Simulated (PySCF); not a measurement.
Ge(F)2(Cl)(Me) (CH3ClF2Ge), SMILES [CH3][Ge]([F])([F])[Cl]. Atoms are numbered in the order given.

```xyz
8

C     -1.5896    -1.2690     0.0000
Ge     0.0331    -0.2542     0.0000
F      1.0196    -0.6349     1.3612
F      1.0196    -0.6349    -1.3612
Cl    -0.2462     1.8566     0.0000
H     -2.1731    -1.0221     0.8971
H     -2.1731    -1.0221    -0.8971
H     -1.3445    -2.3400     0.0000
```

Geometry: PBE0-D3(BJ)/def2-SVP. This is a generated structure with no PubChem entry under its InChIKey; it may be hypothetical.

Two levels are set side by side: PBE/pcSseg-1 (PySCF) and HF/pcSseg-1 (PySCF). GIAO shifts against CFCl3 (¹⁹F), GeH4 (⁷³Ge), HCl (³⁵Cl), TMS (¹H), TMS (¹³C) at the same level; non-relativistic, no solvent, atoms listed together averaged. Without spin–orbit terms, shifts of atoms bonded to Cl or Br come out too high at both levels. Differences are taken from unrounded values.

```tsv
quantity	PBE
δ(¹³C) of C1 (ppm)	7.9
δ(⁷³Ge) of Ge2 (ppm)	435.4
δ(¹⁹F) of F3, F4 (ppm)	-138.1
δ(³⁵Cl) of Cl5 (ppm)	115.2
δ(¹H) of H6, H7, H8 (ppm)	1.36
```

Task: These are the PBE values. What does HF give? (Estimate from the structure and the level; the computed values follow.)

Result: 
```csv
quantity,HF,PBE minus HF
δ(¹³C) of C1 (ppm),0.8,7.2
δ(⁷³Ge) of Ge2 (ppm),305.7,129.8
"δ(¹⁹F) of F3, F4 (ppm)",-130.0,-8.2
δ(³⁵Cl) of Cl5 (ppm),-2.4,117.6
"δ(¹H) of H6, H7, H8 (ppm)",1.32,0.05
```

Rough cost on one machine, each run with all the roots and properties that it gave: HF against PBE within a factor of 2.
